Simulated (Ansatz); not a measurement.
C3H7 (SMILES C[CH]C), doublet, at a GFN2-xTB geometry; CAM-B3LYP/def2-SV(P) in Ansatz (a program for electronic structure).

Ansatz was given this input:
Ansatz 0.2 input:
```yaml
crystal:
  periodic: [false, false, false]
  atoms:
    - {symbol: C, position_ang: [-0.08073437, 0.51425383, 0.00202403]}
    - {symbol: C, position_ang: [0.04477701, -0.19753283, 1.29093157]}
    - {symbol: C, position_ang: [0.04445320, -0.18802225, -1.29225504]}
    - {symbol: H, position_ang: [-0.46360008, 1.52072873, 0.00525132]}
    - {symbol: H, position_ang: [0.40419944, 0.47041680, 2.07407067]}
    - {symbol: H, position_ang: [0.43018374, 0.47888266, -2.06403124]}
    - {symbol: H, position_ang: [-0.92265236, -0.59238384, 1.63168364]}
    - {symbol: H, position_ang: [0.72527311, -1.04407116, 1.20462375]}
    - {symbol: H, position_ang: [0.70335913, -1.05117986, -1.20587517]}
    - {symbol: H, position_ang: [-0.92773804, -0.55458579, -1.64992641]}
basis:
  gaussian:
    orbitals: def2-SV_P_.json
    fitting: {mean_field: cc-pVTZ-JKFIT}
hamiltonian:
  xc: cam_b3lyp
magnetization: {spin_polarized: true, initial_magnetization: 1}
```
The basis file holds def2-SV(P) in the JSON format of the Basis Set Exchange.

### Question
Write the output that Ansatz gives for this input, abridged.

### Answer

```
Functional definition: CAM-B3LYP
447 factors; integrals over basis functions are off by at most 1.3e-1 eV
447 factors; integrals over basis functions are off by at most 4.0e-7 eV
mean field evaluation 1: about -3214.4837 eV, gradient 2.9e1 eV
mean field evaluation 2: about -3215.8400 eV, gradient 2.5e1 eV
mean field evaluation 4: about -3218.9088 eV, gradient 4.1e-1 eV
mean field evaluation 8: about -3218.9103 eV, gradient 1.1e-2 eV
mean field -3218.91026826 eV, -118.2927705028 hartree, gradient 2.3e-5 eV, S^2 0.754255; 0 other end points of the search recorded, 0 dependent functions left out
reference -3218.91037239 eV, -118.2927743297 hartree; 13, 12 occupied and 43, 44 virtual orbitals, 447 factors
Total energy: -3218.91037239 eV, -118.2927743297 hartree
```
